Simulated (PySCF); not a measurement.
Calculation: ωB97X-D3(BJ)/def2-TZVP // PBE0-D3(BJ)/def2-SVP (PySCF 2.14.0). All species are isolated molecules in the gas phase. One relaxed conformer stands for a flexible species; it need not be the lowest. Excitations are Tamm–Dancoff values on a coarser integration grid. The basis has no diffuse functions, so Rydberg states are missing or too high.

Reference species (SMILES): `C=C(F)c1ccc([SiH3])cc1` (F–C–C–C torsion 5°) (neutral, multiplicity 1).

| Property | Result |
|---|---|
| HOMO | -8.98 eV |
| S1–T1 gap (TDA) | 1.84 eV |
| S1 excitation (TDA) | 5.17 eV |
| T1 excitation (TDA) | 3.33 eV |

Changed species: `c1c(C=C)c(cc(c1)[SiH3])F` (C–C–C–C torsion 0°).

Q: What does the change do to the HOMO, S1–T1 gap (TDA), S1 excitation (TDA) and T1 excitation (TDA)?

A: the HOMO goes up by 0.09 eV, to -8.89 eV; the S1–T1 gap (TDA) falls by 0.09 eV, to 1.75 eV; the S1 excitation (TDA) falls by 0.19 eV, to 4.98 eV; the T1 excitation (TDA) drops by 0.09 eV, to 3.24 eV.
